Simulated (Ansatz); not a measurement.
Relaxation of CH$_{7}$NO$_{3}$Si$_{2}$ (14 atoms, charge 0, multiplicity 1), to a largest force component of 0.02 eV/Å in at most 40 steps.

All numbers below come from UKS LDA/STO-3G (Ansatz 0.2.0).

```xyz
14
Properties=species:S:1:pos:R:3
O -0.044 -1.867 1.878
Si 0.516 -0.430 1.241
N 1.014 -0.928 -0.326
C 0.860 0.312 -1.119
Si -0.790 0.794 -0.119
O -1.014 2.421 0.207
O -2.180 0.112 -0.609
H -0.152 -2.519 1.210
H 1.703 0.131 1.995
H 2.034 -1.192 -0.253
H 0.553 0.106 -2.148
H 1.593 1.071 -1.046
H -1.954 2.763 0.000
H -2.152 -0.804 -0.882
```

Problem. Where does it end, and by what steps?

Solution. The run converged. Limits of this set-up: minimal basis. After 18 steps the energy has fallen by 1.574 eV; H9 moved furthest, 0.54 Å.

```
step  energy less start (eV)  largest force component (eV/Å)  accepted
   0                  0.0000                           5.534       yes
   1                 -1.1539                           2.037       yes
   2                 -1.3654                           1.901       yes
   3                 -1.5228                           1.567       yes
   4                 -1.5411                           0.659       yes
   5                 -1.5481                           0.560       yes
   6                 -1.5454                           0.347        no
   7                 -1.5657                           0.101       yes
   8                 -1.5645                           0.224        no
   9                 -1.5702                           0.040       yes
  10                 -1.5706                           0.057       yes
  11                 -1.5712                           0.062       yes
  12                 -1.5718                           0.114       yes
  13                 -1.5724                           0.100       yes
  14                 -1.5735                           0.106       yes
  15                 -1.5737                           0.107       yes
  16                 -1.5740                           0.081       yes
  17                 -1.5742                           0.025       yes
  18                 -1.5743                           0.008       yes
```

```xyz
14
Properties=species:S:1:pos:R:3
O 0.195 -2.049 2.033
Si 0.573 -0.535 1.342
N 1.335 -0.696 -0.224
C 0.696 0.231 -1.184
Si -0.744 0.736 -0.018
O -0.919 2.397 0.342
O -2.310 0.383 -0.608
H -0.255 -2.561 1.263
H 1.375 0.051 2.416
H 2.322 -0.965 -0.428
H 0.397 -0.260 -2.137
H 1.331 1.101 -1.461
H -1.820 2.592 -0.118
H -2.190 -0.454 -1.189
```

The run took 66 s on 1 thread of Arm Neoverse V2, with other jobs on the host, peak memory 0.17 GiB.
